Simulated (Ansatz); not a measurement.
A nudged elastic band was laid between two geometries of CH₇GaInN (11 atoms, charge 0, multiplicity 1).

Level of theory: RKS PBE0-D4/def2-SVP in Ansatz 0.2.0.

- movable images: 5
- climbing image: yes
- spring: 5.0 eV/Å²
- optimiser: quadratic models (default)
- start path: IDPP
- force threshold: 0.05 eV/Å
- iteration limit: 52
- end points: relaxed

Image 0:

```xyz
11
Properties=species:S:1:pos:R:3
C -0.874 1.528 -0.090
N 0.124 1.072 0.839
Ga 1.003 -0.526 0.890
In 0.421 -2.293 -0.955
H -0.560 2.426 -0.657
H -1.839 1.770 0.395
H -1.086 0.744 -0.837
H 0.346 1.761 1.551
H 2.028 -0.620 2.084
H 1.283 -2.389 -2.467
H -0.847 -3.475 -0.754
```

Image 6:

```xyz
11
Properties=species:S:1:pos:R:3
C -0.144 1.917 1.125
N -0.357 0.809 0.228
Ga 0.622 -0.725 0.099
In -0.034 -2.518 -1.695
H -1.002 2.091 1.801
H 0.050 2.868 0.592
H 0.732 1.721 1.761
H -1.156 0.946 -0.382
H 1.806 -0.772 1.140
H 0.824 -2.688 -3.204
H -1.342 -3.649 -1.465
```

Question: What changes between the two ends?

Answer: No bond is made or broken. The dihedral C1–N2–Ga3–In4 goes from 0 to -179°.

Question: What energy profile does the band end with?

Answer: The run converged. The highest image is number 3 of 0 to 6, 64.1 kJ/mol above the first end and 62.1 kJ/mol above the last; the last end lies 2.0 kJ/mol above the first. A vibrational analysis at the climbing image gives one clearly imaginary mode, 245i cm⁻¹: a first-order saddle point.

```tsv
image	path coordinate (Å)	energy (kJ/mol)	dihedral C1–N2–Ga3–In4 (°)
0	0.00	0.0	0
1	1.35	3.3	-14
2	2.69	34.1	-69
3	4.04	64.1	-112
4	5.49	28.3	-130
5	6.96	11.8	-162
6	8.43	2.0	-179
```

Question: What is the geometry of the highest image?

Answer: 
```xyz
11
Properties=species:S:1:pos:R:3
C -0.306 1.941 -0.355
N -0.498 0.830 0.554
Ga 0.823 -0.508 0.629
In -0.008 -2.815 -0.299
H 0.518 2.640 -0.096
H -1.226 2.546 -0.445
H -0.094 1.570 -1.374
H -0.786 1.166 1.472
H 2.264 -0.124 1.191
H 0.061 -3.224 -1.993
H -0.750 -4.023 0.717
```

Question: What are the harmonic wavenumbers there?

Answer: 245i, 52, 115, 149, 175, 197, 219, 340, 459, 494, 591, 611, 666, 1060, 1124, 1139, 1357, 1445, 1468, 1491, 1746, 1747, 1866, 2965, 3055, 3097, 3565 cm⁻¹.

Time of the run: 5.5 min on 2 threads of Arm Neoverse V2, on a shared host, peak memory 0.34 GiB.
